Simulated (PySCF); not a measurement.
# Substituent chemical shifts

Parent skeleton `[CH3:1][CH:2]=[C:3]1[SiH2:4][CH2:5][CH:6]1[F:7]`; one hydrogen on atom 5 is replaced by X. Hydrogens on one atom are averaged.

One computed conformer, equivalent nuclei averaged, no solvent, non-relativistic Hamiltonian. GFN2-xTB geometry; shielding tensors at PBE0/pcSseg-1 (GIAO); PySCF 2.14.

Referencing at the same level of theory: ¹³C (σ = 186.93 ppm) and ²⁹Si (σ = 349.16 ppm) and ¹H (σ = 31.72 ppm) against TMS; CFCl3 for ¹⁹F (σ = 170.95 ppm).

Known members:
```tsv
X	C1	C2	C3	Si4	C5	C6	F7	H(C1)	H(C2)
SSiH3	24.2	151.6	146.0	-54.2	35.2	95.6	-174.7	1.97	7.01
```

Four more derivatives gave (δ, ppm):
| compound | C1 | C2 | C3 | Si4 | C5 | C6 | F7 | H(C1) | H(C2) |
| --- | --- | --- | --- | --- | --- | --- | --- | --- | --- |
| 1 | 24.4 | 152.7 | 144.1 | -59.0 | 47.6 | 95.1 | -168.9 | 1.93 | 6.96 |
| 2 | 21.2 | 159.0 | 144.9 | -46.6 | 22.4 | 91.8 | -184.7 | 2.12 | 6.50 |
| 3 | 21.5 | 160.1 | 141.1 | -44.5 | 37.4 | 94.3 | -176.7 | 2.11 | 6.55 |
| 4 | 24.1 | 154.2 | 146.2 | -56.4 | 38.5 | 93.1 | -199.3 | 1.96 | 7.07 |

Question: Their substituents are CH2Cl, COOH, isopropenyl, propynyl. Which is which?

Answer: 1: X = isopropenyl (C=C(C)[C@@H]1[SiH2]/C(=C\C)[C@H]1F); 2: X = propynyl (CC#C[C@@H]1[SiH2]/C(=C/C)[C@@H]1F); 3: X = COOH (C/C=C1/[SiH2][C@@H](C(=O)O)[C@@H]1F); 4: X = CH2Cl (C/C=C1\[SiH2][C@@H](CCl)[C@H]1F).

Unscaled 19F shifts against computed CFCl3 carry errors that often reach 10 to 50 ppm.
